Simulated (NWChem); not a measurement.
Species: trifluoroacetic acid (C2HF3O2); SMILES O=C(O)C(F)(F)F

```xyz
8

O     -1.1026    -1.4745     0.0003
C      0.1115    -0.9423     0.0010
O      1.1444    -1.5407     0.0007
C      0.0167     0.5952     0.0004
F     -0.6533     1.0156     1.0696
F      1.2244     1.1252     0.0172
F     -0.6226     1.0145    -1.0881
H     -0.9993    -2.4394    -0.0008
```
Atoms are numbered in this order, from 1.

Computed with NWChem. Geometry: optimised at PBE0/def2-SVP. Level: PBE0/def2-SVP with SMD (1 M gas to 1 M solution), gas-phase geometry.

For solvent water:

```yaml
cavity-dispersion-structure term (kcal/mol): 5.5
dipole in solution (D): 2.76
```

Estimate the same quantities for solvent dichloromethane.

The cavity-dispersion-structure term (kcal/mol) comes out as 0.9 and the dipole in solution (D) comes out as 2.54.
